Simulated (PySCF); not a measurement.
## Radial density of Mo (molybdenum, neutral)

PW91, [Kr] 4d4 5s2, high-spin 5D determinant (an excited configuration). All numbers are calculated (PySCF 2.14, scalar relativity by spin-free X2C-1e, in x2c-QZVPPall (13s8p7d3f2g, 111 functions)).

```json
{"r (bohr)": "0.0349", "4πr²ρ (e/bohr)": "49.14", "4πr²(ρα − ρβ)": "-0.0020"}
{"r (bohr)": "0.0586", "4πr²ρ (e/bohr)": "46.47", "4πr²(ρα − ρβ)": "0.0008"}
{"r (bohr)": "0.0986", "4πr²ρ (e/bohr)": "64.64", "4πr²(ρα − ρβ)": "0.0573"}
{"r (bohr)": "0.166", "4πr²ρ (e/bohr)": "49.49", "4πr²(ρα − ρβ)": "0.2826"}
{"r (bohr)": "0.279", "4πr²ρ (e/bohr)": "45.96", "4πr²(ρα − ρβ)": "0.4710"}
{"r (bohr)": "0.469", "4πr²ρ (e/bohr)": "36.70", "4πr²(ρα − ρβ)": "0.0389"}
{"r (bohr)": "0.789", "4πr²ρ (e/bohr)": "11.52", "4πr²(ρα − ρβ)": "0.7345"}
{"r (bohr)": "1.33", "4πr²ρ (e/bohr)": "9.134", "4πr²(ρα − ρβ)": "2.2552"}
{"r (bohr)": "2.23", "4πr²ρ (e/bohr)": "2.479", "4πr²(ρα − ρβ)": "1.3330"}
{"r (bohr)": "3.76", "4πr²ρ (e/bohr)": "0.7101", "4πr²(ρα − ρβ)": "0.2455"}
{"r (bohr)": "6.32", "4πr²ρ (e/bohr)": "0.06625", "4πr²(ρα − ρβ)": "0.0015"}
{"r (bohr)": "10.6", "4πr²ρ (e/bohr)": "0.0008662", "4πr²(ρα − ρβ)": "-0.0001"}
```

Densities and radii are taken from the X2C orbitals without a picture-change correction, which distorts them close to the nucleus.

⟨L²⟩ = 7.46 against 6 for a pure D term, so this real determinant mixes terms.

**Question.** Where is the radial spin density 4πr²(ρα − ρβ) most negative, and why is it negative at all?

**Answer.** Around r = 0.0349 bohr, down to -0.0020 e/bohr: exchange with the open shell polarises the paired shells in an unrestricted calculation.
